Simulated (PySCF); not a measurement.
Species: C4H8BN.
Cartesian coordinates in Å at the GFN2-xTB level; atoms count from 1:
```
atom  x, y, z in Å
B1     2.1548    0.3631    0.0686
N2     0.7798    0.2159   -0.0104
C3    -0.1334    1.1572   -0.4694
C4    -1.3930    0.7394   -0.4291
C5    -1.4580   -0.6589    0.1127
C6     0.0247   -0.9770    0.3839
H7     2.7961   -0.5275    0.4798
H8     2.6390    1.3721   -0.2762
H9     0.2383    2.1079   -0.8059
H10   -2.2641    1.2888   -0.7297
H11   -2.0611   -0.7070    1.0222
H12   -1.9000   -1.3473   -0.6111
H13    0.3689   -1.8358   -0.1977
H14    0.2072   -1.1912    1.4399
```

Jobs on this species (14 atoms, 44 electrons) with PySCF (density fitting). Hardware of each: one thread, x86-64 server (shared host). The host was shared with other jobs, so the times are rough.

| level and settings | work | basis functions | SCF cycles | wall time |
| --- | --- | --- | --- | --- |
| HSE06/pcSseg-1, IEF-PCM methanol, start guess huckel | shieldings, ring-centre shieldings | 142 | ? | ? |
| PBE0/pcSseg-1 | shieldings, ring-centre shieldings, charges and field gradients, density and orbital grids written | 142 | 14 | 22 s |
| PBE0/def2-SVPD | 6 singlets by full TDDFT, 2 Tamm–Dancoff triplets, polarisability, density and orbital grids written | 184 | 14 | 25 s |

Question: Fill in the missing figures.

Answer: 
- HSE06/pcSseg-1, IEF-PCM methanol, start guess huckel; shieldings, ring-centre shieldings: 23 s, 12 SCF cycles

Question: What do all jobs in the table cost together?

Answer: About 70 s; the longest takes about 36 % of that, and about 1.1 times as long as the shortest.
